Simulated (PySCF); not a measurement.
# C₆ coefficients of unlike pairs at PBE0

Calculated with PySCF 2.14 from the dipole response of each species, C₆(A,B) = (3/π) ∫ α_A(iu) α_B(iu) du, in atomic units, from isotropic polarisabilities. For ions this is the dispersion term alone; charge-induced terms of lower order in 1/R come first.

```
species       configuration                                      basis      relativity  α (bohr³)  C₆ (like pair)
   Ga³⁺      [Ar] 3d10 (1S)                  def2-QZVPPD (12s7p5d4f1g)            none      1.335           2.830
   Sn³⁺  [Kr] 4d10 5s1 (2S)  aug-cc-pVQZ-PP with ECP28MDF (7s7p5d3f2g)  core potential      9.183           33.42
    Cu⁺      [Ar] 3d10 (1S)                  def2-QZVPPD (11s6p5d4f2g)            none      6.779           22.43
      P   [Ne] 3s2 3p3 (4S)               aug-cc-pV(Q+d)Z (7s6p5d3f2g)            none      26.50           196.2
```

(1) Estimate C₆ for Sn³⁺ with Ga³⁺.

No spin-orbit coupling is included.

The other pairs:

```tsv
pair	C₆
P, Ga³⁺	17.08
Cu⁺, Ga³⁺	7.303
Cu⁺, Sn³⁺	27.23
P, Sn³⁺	78.33
P, Cu⁺	62.13
```

Results:

(1) The integral gives 8.484. The combination rule 2 C_A C_B / (C_A α_B/α_A + C_B α_A/α_B) gives 7.776 and the geometric mean 9.725.
